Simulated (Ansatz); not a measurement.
A structure relaxed at PBE0-D4/def2-TZVP, charge 0, multiplicity 1:

Cartesian coordinates in Å:
```
F 1.774 0.231 -0.807
Hf 0.029 0.000 -0.138
F -1.181 0.665 -1.419
Cl -0.372 -2.269 0.191
I -0.249 1.373 2.173
```

**Question.** Give its formula and SMILES.

**Answer.** ClF2HfI, `[F][Hf]([F])([Cl])[I]`.

**Question.** Point group (tolerance 0.08 Å, 0.16 Å for H)?

**Answer.** Cs.

**Question.** Summarise the bond lengths by kind.

**Answer.** 2 × F–Hf 1.883 Å; 1 × Cl–Hf 2.328 Å; 1 × Hf–I 2.702 Å.

Computed with Ansatz.
